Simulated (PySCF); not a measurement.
CH2Cl3FSi, SMILES FC[Si](Cl)(Cl)Cl. Atoms are numbered in the order given.

```xyz
8

F      2.4294    -0.9746     0.0000
C      1.1396    -1.4695     0.0000
Si    -0.1060    -0.0533     0.0000
Cl     0.1351     1.1113     1.6749
Cl     0.1351     1.1113    -1.6749
Cl    -1.9865    -0.8970     0.0000
H      0.9809    -2.1002     0.8934
H      0.9809    -2.1002    -0.8934
```
Charge 0, spin multiplicity 1.

Coordinates come from a B3LYP-D3(BJ)/def2-SVP optimisation. Other conformers were not sampled.

Computed with PBE/pcSseg-1 run with PySCF.

GIAO shieldings, no solvent; atoms listed in one row are averaged. δ = σ(ref) − σ: ¹⁹F against CFCl3 (σ = 133.6 ppm); ¹³C against TMS (σ = 182.0 ppm); ²⁹Si against TMS (σ = 335.4 ppm); ³⁵Cl against HCl (σ = 936.5 ppm); ¹H against TMS (σ = 31.49 ppm), references at their B3LYP-D3(BJ)/def2-TZVP geometries, non-relativistic (without spin–orbit terms, shifts of atoms bonded to Cl or Br come out too high).

Computed chemical shifts:
| nucleus | atoms | count | δ (ppm) |
|---|---|---|---|
| ¹⁹F | F1 | 1 | -310.0 |
| ¹³C | C2 | 1 | 87.7 |
| ²⁹Si | Si3 | 1 | 33.5 |
| ³⁵Cl | Cl5, Cl4 | 2 | 156.4 |
| ³⁵Cl | Cl6 | 1 | 147.6 |
| ¹H | H7, H8 | 2 | 4.90 |
